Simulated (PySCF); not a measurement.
Geometry:
```tsv
atom	x (Å)	y (Å)	z (Å)
C1	-0.819	2.293	-0.214
N2	-0.224	1.174	-0.901
Si3	0.148	-0.327	-0.094
Si4	-1.769	-1.324	0.840
Si5	1.686	0.268	1.566
Si6	1.067	-1.599	-1.816
H7	-1.905	2.189	-0.097
H8	-0.619	3.219	-0.756
H9	-0.377	2.371	0.778
H10	-0.543	1.130	-1.858
H11	-2.411	-0.505	1.878
H12	-2.836	-1.606	-0.130
H13	-1.449	-2.606	1.475
H14	2.806	1.103	1.120
H15	2.281	-0.941	2.145
H16	1.092	0.995	2.697
H17	1.449	-2.905	-1.273
H18	2.269	-1.046	-2.444
H19	0.143	-1.874	-2.922
```

Calculated, not measured (PySCF 2.14.0 with density-fitted response routines): GFN2-xTB structure, shielding tensors at PBE0/pcSseg-1 (GIAO). No solvent, no relativistic terms, one computed conformer, averaged over atoms made equivalent by symmetry, fast rotation or ring inversion.

Shifts are taken against calculated references (same method and geometry level): TMS for 13C (σref 186.93) and 1H (σref 31.72) and 29Si (σref 349.16); 15N (σref 267.73) vs NH3.

| atoms | nucleus | count | δ (ppm) |
| --- | --- | --- | --- |
| H11/H12/H13/H14/H15/H16/H17/H18/H19 | 1H | 9 | 3.56 |
| Si3 | 29Si | 1 | ? |
| H7/H8/H9 | 1H | 3 | 2.75 |
| H10 | 1H | 1 | -0.90 |
| N2 | 15N | 1 | ? |
| Si4/Si5/Si6 | 29Si | 3 | -116.8 |
| C1 | 13C | 1 | 36.2 |

Q: Fill in the missing shifts.

A: 
- N2: 4.1 ppm, nitrogen bonded to C, Si, H
- Si3: -41.5 ppm, silicon bonded to N, 3 Si

The OH or NH signal is concentration- and solvent-dependent in practice; the value given is the gas-phase one. Shifts are as computed. Against solution values, carbons near 30 ppm lie about +3 ppm off and those near 130 ppm about +5 ppm. Of 1309 compounds with measured shifts, 239 miss one by over three times the rms of a fit or turn the order of signals round; such compounds aren't used in these exercises. Experimental scales use liquid or dissolved standards, which lie at an offset from isolated NH3 (liquid NH3: subtract about 20 ppm).
